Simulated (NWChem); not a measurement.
Molecule: Si$_{2}$BiH$_{7}$; SMILES [SiH3][BiH][SiH3]

```xyz
10

Bi    -0.5795     0.0170     0.0000
H     -0.5461    -1.8035     0.0000
Si     1.3653     0.0082    -1.8653
H      2.4460    -0.9911    -1.5527
H      1.9811     1.3816    -1.9279
H      0.7831    -0.3100    -3.2175
Si     1.3653     0.0082     1.8653
H      2.4460    -0.9911     1.5527
H      0.7831    -0.3100     3.2175
H      1.9811     1.3816     1.9279
```
Atoms are numbered in this order, from 1.

Computed with NWChem. Geometry: optimised at PBE-D3(BJ)/def2-SVP. No frequency run checked for a minimum. def2 effective core potentials on Bi; no spin-orbit coupling. Ions are spin-unrestricted doublets at the neutral geometry; other ion states weren't tried.

### Question
Estimate the computed values for B3LYP/def2-SVPD. Quantities: vertical ionisation energy, ΔSCF (eV); −ε(HOMO) (eV).

### Answer
The vertical ionisation energy, ΔSCF (eV) is 9.04 and the −ε(HOMO) (eV) is 7.05.
